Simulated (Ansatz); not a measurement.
`[F][Nb]([F])(=[S])[Cl]` + NH₃ → `[NH2][Nb]([F])([F])=[S]` + HCl  (ligand exchange at the Nb–Cl bond)

Calculated with Ansatz (gas phase, PBE0-D4/def2-TZVP geometries, no zero-point term in ΔE). CCSD(T)/CBS is the MP2 limit (def2-TZVPP, def2-QZVPP) plus CCSD(T) − MP2 in def2-TZVPP, frozen cores. This one scheme is used for every species. DFT in def2-TZVPP. def2 core potentials past Kr. For Nb outer-core shells are correlated without core-valence functions, which leaves a few kJ/mol of doubt a bond. One conformer a species, not always the lowest.

Question: Is it downhill or uphill in electronic energy at CCSD(T)/CBS, and by how much? (Best estimate.)

Answer: Ansatz gave: Uphill: ΔE = +57.0 kJ/mol.

Question: What do these levels give: PBE-D4, revPBE-D4, BLYP-D4, CAM-B3LYP-D4, PBE-QIDH, r2SCAN, HF/def2-SVP, CCSD(T)/def2-SVP, MP2/def2-TZVPP, SCS-MP2/def2-TZVPP, CCSD/def2-TZVPP, SCS-MP2/def2-QZVPP? (Best estimate.)

Answer: Computed: PBE-D4 58.9, revPBE-D4 58.1, BLYP-D4 57.1, CAM-B3LYP-D4 52.8, PBE-QIDH 61.9, r2SCAN 61.8, HF/def2-SVP 49.0, CCSD(T)/def2-SVP 47.1, MP2/def2-TZVPP 65.8, SCS-MP2/def2-TZVPP 62.2, CCSD/def2-TZVPP 52.6, SCS-MP2/def2-QZVPP 63.5 kJ/mol.

Question: What do rigid-rotor, harmonic-oscillator terms from PBE0-D4/def2-TZVP frequencies (298.15 K, 1 bar) make of the CCSD(T)/CBS value? (Estimate.)

Answer: Ansatz gave: ΔZPE = -9.7 kJ/mol, ΔH = +47.3 kJ/mol, ΔS = -6 J/(mol·K), ΔG = +49.2 kJ/mol.

Largest T1 diagnostic among the species: 0.023, so the coupled-cluster value is less sure than usual.

Leaving LDA and LC-ωPBE aside and taking each functional with its dispersion term where it has one, the values, not all of them listed here, spread over 12.4 kJ/mol, from CAM-B3LYP-D4 to B97M-V. LDA lies −7.3 kJ/mol from PBE without D4. At CCSD(T), def2-SVP lies −9.9 kJ/mol from the extrapolated value and def2-TZVPP −1.5 kJ/mol.
